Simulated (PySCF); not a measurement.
Species: potassium fluoride, KF.
SMILES: `[F][K]`

Computed with PySCF at CAM-B3LYP/def2-SVPD, non-relativistic, on one gas-phase PBE0-D3(BJ)/def2-SVP geometry that isn't relaxed in the solvent. The solvent is an IEF-PCM continuum (Bondi radii, 1.10 Å for H, scaled by 1.2), and excitations are vertical TDDFT with non-equilibrium linear response and a frozen core. Only the electrostatic response of the medium enters.

Gas-phase singlets (H = HOMO, L = LUMO):

```json
{"state": "S1", "E (eV)": "4.953", "λ (nm)": "250", "f": "0.032", "leading configuration": "H→L 88%"}
{"state": "S2", "E (eV)": "4.975", "λ (nm)": "249", "f": "0.010", "leading configuration": "H-1→L 88%"}
{"state": "S3", "E (eV)": "4.975", "λ (nm)": "249", "f": "0.010", "leading configuration": "H-2→L 88%"}
{"state": "S4", "E (eV)": "6.344", "λ (nm)": "195", "f": "0.003", "leading configuration": "H→L+2 92%"}
{"state": "S5", "E (eV)": "6.345", "λ (nm)": "195", "f": "0.003", "leading configuration": "H→L+1 92%"}
```

Question: How does the list change in cyclohexane (ε = 2.017)?

Answer: 
| state | E (eV) | λ (nm) | f | leading configuration | change by rank (eV) |
| --- | --- | --- | --- | --- | --- |
| S1 | 5.682 | 218 | 0.033 | H→L 84% | +0.729 |
| S2 | 5.720 | 217 | 0.019 | H-1→L 82% | +0.745 |
| S3 | 5.720 | 217 | 0.019 | H-2→L 82% | +0.745 |
| S4 | 7.069 | 175 | 0.002 | H→L+2 91% | +0.725 |
| S5 | 7.071 | 175 | 0.002 | H→L+1 92% | +0.726 |

Question: What are the lowest 5 singlets in tetrahydrofuran (ε = 7.426)?

Answer: 
| state | E (eV) | λ (nm) | f | leading configuration | change by rank (eV) |
| --- | --- | --- | --- | --- | --- |
| S1 | 6.391 | 194 | 0.035 | H→L 83% | +1.438 |
| S2 | 6.433 | 193 | 0.033 | H-1→L 82% | +1.458 |
| S3 | 6.433 | 193 | 0.033 | H-2→L 82% | +1.458 |
| S4 | 7.723 | 161 | 0.001 | H→L+1 77% | +1.379 |
| S5 | 7.738 | 160 | 0.023 | H-1→L+1 88% | +1.393 |

Question: How do the frontier levels move from gas to tetrahydrofuran?

Answer: 
| orbital | gas (eV) | solvent (eV) | change (eV) |
| --- | --- | --- | --- |
| LUMO+2 | 0.51 | 0.70 | +0.19 |
| LUMO+1 | 0.51 | 0.68 | +0.17 |
| LUMO | -0.72 | -0.26 | +0.46 |
| HOMO | -8.10 | -9.41 | -1.31 |
| HOMO-1 | -8.14 | -9.44 | -1.30 |
| HOMO-2 | -8.14 | -9.44 | -1.30 |
| HOMO-3 | -21.37 | -21.53 | -0.16 |

The HOMO–LUMO gap goes from 7.38 to 9.14 eV. Rows go by rank; for LUMO+1 and LUMO+2 the atom shares or the degeneracy differ between the runs, so the row needn't follow one orbital.
